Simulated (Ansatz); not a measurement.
C4H8, charge +1, doublet, geometry from GFN2-xTB (a state made from the parent by changing its charge; the spin is typed, not shown lowest); Ansatz (a program for electronic structure) with SVWN5/3-21G.

Input for Ansatz:
Ansatz 0.2 input:
```yaml
crystal:
  periodic: [false, false, false]
  atoms:
    - {symbol: C, position_ang: [-1.13674550, -0.86428819, 0.11818225]}
    - {symbol: C, position_ang: [-0.00836207, 0.06010646, 0.00664841]}
    - {symbol: C, position_ang: [1.33979571, -0.44310922, -0.25468366]}
    - {symbol: C, position_ang: [-0.21988461, 1.42244201, 0.14911790]}
    - {symbol: H, position_ang: [-1.33976952, -1.03755099, 1.18613332]}
    - {symbol: H, position_ang: [-0.93335336, -1.83665012, -0.32609883]}
    - {symbol: H, position_ang: [-2.06528762, -0.43738538, -0.26677657]}
    - {symbol: H, position_ang: [1.46197013, -1.48787502, 0.02643543]}
    - {symbol: H, position_ang: [2.11532033, 0.18319205, 0.18937314]}
    - {symbol: H, position_ang: [1.52473313, -0.39064113, -1.33885260]}
    - {symbol: H, position_ang: [0.56402530, 2.13969003, -0.04692704]}
    - {symbol: H, position_ang: [-1.17645948, 1.81631407, 0.46112372]}
basis:
  gaussian:
    orbitals: 3-21G.json
    symmetry_tolerance_ang: 0.01
hamiltonian:
  xc: {name: SVWN5}
total_charge: 1
magnetization: {spin_polarized: true, initial_magnetization: 1}
```
The basis file holds 3-21G in the JSON format of the Basis Set Exchange.

Output, abridged:

```
Functional definition: SVWN5
676 factors; integrals over basis functions are off by at most 1.0e-3 eV
mean field evaluation 1: about -4192.2068 eV, gradient 5.3e1 eV
mean field evaluation 2: about -4180.0884 eV, gradient 6.7e1 eV
mean field evaluation 4: about -4205.1881 eV, gradient 5.0e0 eV
mean field evaluation 8: about -4205.2392 eV, gradient 1.7e-1 eV
mean field evaluation 16: about -4205.2394 eV, gradient 2.1e-5 eV
mean field -4205.23937632 eV, -154.5396966662 hartree, gradient 2.1e-5 eV, S^2 0.750971; 0 other end points of the search recorded, 0 dependent functions left out
reference -4205.23939768 eV, -154.5396974510 hartree; 16, 15 occupied and 36, 37 virtual orbitals, 676 factors
Total energy: -4205.23939768 eV, -154.5396974510 hartree
```
